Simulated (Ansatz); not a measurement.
The same path of CH₅FSeSi (9 atoms, charge 0, multiplicity 1) was run twice with different band settings. The coordinate that changes most is the dihedral Se4–C2–Si3–H7.

Computed with RKS BHLYP/def2-mTZVP (Ansatz).

Relaxed end points:

```xyz
9
Properties=species:S:1:pos:R:3
F -0.522 0.266 -1.827
C -0.111 0.680 -0.571
Si 0.817 -0.735 0.291
Se -1.602 1.384 0.464
H 0.531 1.542 -0.711
H 1.441 -0.204 1.511
H 1.850 -1.259 -0.616
H -0.143 -1.797 0.628
H -2.172 0.077 0.812
```

```xyz
9
Properties=species:S:1:pos:R:3
F 0.605 1.136 -1.429
C -0.105 0.845 -0.276
Si 0.723 -0.604 0.630
Se -1.990 0.546 -0.665
H -0.109 1.740 0.334
H 2.162 -0.328 0.771
H 0.519 -1.832 -0.153
H 0.104 -0.736 1.957
H -1.820 -0.814 -1.187
```

Common settings: movable images 5; climbing image yes; optimiser quadratic models (default); start path IDPP; force threshold 0.03 eV/Å; iteration limit 60; end points relaxed.

| run | spring |
| --- | --- |
| 1 | 5.0 eV/Å² |
| 2 | 2.0 to 10.0 eV/Å², energy-weighted |

What does each run give, and how far can it be trusted?

Run 1: converged after 7 iterations, highest image 0.102 eV above the first end. A vibrational analysis at the climbing image gives one clearly imaginary mode, 146i cm⁻¹: a first-order saddle point.
Run 2: converged after 7 iterations, highest image 0.102 eV above the first end. Another band between the same ends (5 images) ends at a top of the same energy, where a vibrational analysis finds 1 clearly imaginary mode.
